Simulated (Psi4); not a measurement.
Here is a job for Psi4.
```
memory 2 GB

molecule mol {
0 3
Si    0.000000    0.000000    0.000000
}

set {
  basis cc-pvdz
  reference uhf
  freeze_core true
  mp2_type conv
  scf_type pk
  puream true
  d_convergence 1e-8
}

energy('ccsd(t)')
print_variables()
```

Q: Predict the coupled-cluster correlation energy (without the perturbative part) from CCSD(T)/cc-pVDZ run with Psi4 1.11.

A: -0.0640 Eh

Q: What is the computed SCF-reference <S^2> (CCSD(T)/cc-pVDZ)?

A: 2.011

Q: What is the computed total energy (CCSD(T)/cc-pVDZ)?

A: -288.9151 Eh

These values belong to the state on which the SCF converged, which isn't shown to be the lowest.
